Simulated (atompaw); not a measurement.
# Ranking PAW (atompaw) potentials for magnesium

All share these settings but for the change named:

```json
{"Element": "Mg (Z = 12)", "Generator": "atompaw 4.2.0.5", "Type": "PAW", "Functional": "LDA (PW92)", "Relativity": "scalar-relativistic", "Frozen core": "[He]", "Valence charge": "10", "Reference configuration": "2s2 2p6 3s1 3p0 (charge +1)", "Partial waves": "2s (bound): rc 1.15 bohr; 3s (bound): rc 1.40 bohr; 2p (bound): rc 0.65 bohr; 3p (bound, empty): rc 1.35 bohr; 3d channel at -0.1 Ry: rc 1.40 bohr", "Local potential": "troulliermartins scheme with l = 3 at -0.5 Ry, radius 0.90 bohr", "Core correction": "smooth core density matched at 1.15 bohr", "Augmentation charge": "sinc compensation charge, radius 1.05 bohr; PAW radius 1.40 bohr; waves and projectors: modrrkj vanderbiltortho"}
```

Cutoff: the first of the cutoffs (Ry, on a coarse ladder) from which the occupation-weighted sum of valence levels, in a spherical-Bessel basis at the reference potential, stays within 10 and 1 mRy of its value at 400 Ry; the density cutoff is not measured.

The base gives 160 Ry.

Of 8 variants that were run, those that failed, showed a ghost or another fault, or gave nearly equal values are left out.

A variant can come out equal or close to the base.

(1) Rank these variants from softest to hardest (loose cutoff).
A. all radii scaled by about 1.30 (s 1.50, p 0.84, d 1.82 bohr); local potential troulliermartins scheme with l = 3 at -0.5 Ry, radius 1.18 bohr; augmentation sinc compensation charge, radius 1.36 bohr; PAW radius 1.82 bohr; waves and projectors: modrrkj vanderbiltortho; core correction smooth core density matched at 1.50 bohr
B. all radii scaled by about 0.94 (s 1.08, p 0.62, d 1.32 bohr); local potential troulliermartins scheme with l = 3 at -0.5 Ry, radius 0.86 bohr; augmentation sinc compensation charge, radius 1.00 bohr; PAW radius 1.32 bohr; waves and projectors: modrrkj vanderbiltortho; core correction smooth core density matched at 1.08 bohr
C. all radii scaled by about 0.74 (s 0.86, p 0.48, d 1.04 bohr); local potential troulliermartins scheme with l = 3 at -0.5 Ry, radius 0.66 bohr; augmentation sinc compensation charge, radius 0.78 bohr; PAW radius 1.04 bohr; waves and projectors: modrrkj vanderbiltortho; core correction smooth core density matched at 0.86 bohr
D. all radii scaled by about 0.83 (s 0.96, p 0.54, d 1.16 bohr); local potential troulliermartins scheme with l = 3 at -0.5 Ry, radius 0.74 bohr; augmentation sinc compensation charge, radius 0.88 bohr; PAW radius 1.16 bohr; waves and projectors: modrrkj vanderbiltortho; core correction smooth core density matched at 0.96 bohr

## Answers

(1) A (140 Ry), B (180 Ry), D (230 Ry), C (260 Ry).
